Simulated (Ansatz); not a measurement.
A run for Ansatz (a program for electronic structure): U-CCSD(T)/def2-SVP on AlH3Se (SMILES [AlH2][SeH]), a point of a bond scan (R = 1.325 Å). The run froze 19 orbitals, filled d shells among them.

Ansatz 0.2 input:
```yaml
crystal:
  periodic: [false, false, false]
  atoms:
    - {symbol: Al, position_ang: [0.36409461, 0.02746235, -1.55730963]}
    - {symbol: H, position_ang: [-0.69852445, -0.56976553, -2.55206934]}
    - {symbol: H, position_ang: [1.74544102, 0.64238966, -1.99374994]}
    - {symbol: Se, position_ang: [-0.20119715, -0.03048168, 0.69657830]}
    - {symbol: H, position_ang: [0.93438126, 0.54301992, 1.06612186]}
basis:
  gaussian:
    orbitals: def2-SVP
correlation: {method: ccsd_t, electrons: outside_noble_gas}
scf: {omitted_lower_state_checks: [cluster_reference]}
magnetization: {spin_polarized: true, initial_magnetization: 0}
```

Output:

```
WARN ansatz: RAYON_NUM_THREADS=1 ignored (pool sized by the plan → 1); use --threads N
Functional definition: HF
these checks for a lower state are left out or cut short: cluster_reference
integrals: 0.06 GiB planned
622 factors; integrals over basis functions are off by at most 1.2e-3 eV
mean field: 0.25 GiB planned
mean field evaluation 1: about -71923.1703 eV, gradient 8.6e0 eV
mean field evaluation 2: about -71923.1799 eV, gradient 8.7e0 eV
mean field evaluation 4: about -71923.9247 eV, gradient 1.2e0 eV
mean field evaluation 8: about -71923.9353 eV, gradient 9.4e-4 eV
mean field -71923.93528589 eV, -2643.1558699622 hartree, gradient 2.3e-6 eV, S^2 0.000000; 0 other end points of the search recorded, 0 dependent functions left out
19 core orbitals not correlated
reference -71923.93528589 eV, -2643.1558699622 hartree; 6, 6 occupied and 40, 40 virtual orbitals, 622 factors
second order -5.09125723 eV of doubles, -0.00000000 eV of singles
coupled cluster: 0.13 GiB planned
cycle   1  -5.72979370 eV  change   -6.4e-1 eV  update   6.1e-2
cycle   2  -5.94633368 eV  change   -2.2e-1 eV  update   2.0e-2
cycle   3  -5.96548708 eV  change   -1.9e-2 eV  update   7.3e-3
cycle   4  -5.96306805 eV  change    2.4e-3 eV  update   2.8e-3
cycle   5  -5.96235676 eV  change    7.1e-4 eV  update   9.8e-4
cycle   6  -5.96226704 eV  change    9.0e-5 eV  update   3.0e-4
cycle   7  -5.96228456 eV  change   -1.8e-5 eV  update   9.6e-5
cycle   8  -5.96230820 eV  change   -2.4e-5 eV  update   2.6e-5
cycle   9  -5.96230582 eV  change    2.4e-6 eV  update   7.5e-6
perturbative correction -0.14552597 eV, -0.0053479807 hartree
Total energy: -71930.04311768 eV, -2643.3803286406 hartree
Checks for a lower state left out: cluster_reference
```

The run converged.

Cost: about 2.2 core-seconds (a rough figure).
